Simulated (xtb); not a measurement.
xtb input (GFN1-xTB):

```bash
xtb mol.xyz --gfn 1 --opt tight --chrg 0 --uhf 0
```
mol.xyz:
```
11

C      2.77584307     0.11575860    -0.29704685
C      1.36974401    -0.24652313     0.09464556
O      1.07226065    -1.15491422     0.83827606
O      0.45283094     0.54689445    -0.46792464
Ge    -1.29068836     0.14739938    -0.02173960
H      2.88167856     0.05582934    -1.38102451
H      3.47946290    -0.55668161     0.18517400
H      2.98314196     1.14683110    -0.00770812
H     -1.61643712    -1.26426718    -0.51342274
H     -1.46861501     0.32521425     1.48736312
H     -2.03145893     1.22503946    -0.82311804
```

End of the output:

```
   6 C    8 O           2     1.2614053     1.3099625     1.2128481
   1 H   32 Ge          3     1.4795367     1.4823411     1.4781345

optimized geometry written to: xtbopt.xyz

           -------------------------------------------------
          | TOTAL ENERGY              -18.571151426546 Eh   |
          | GRADIENT NORM               0.000081955408 Eh/α |
          | HOMO-LUMO GAP               5.722174670720 eV   |
           -------------------------------------------------

------------------------------------------------------------------------
------------------------------------------------------------------------
 total:
 SCF:
 ANC optimizer:
```
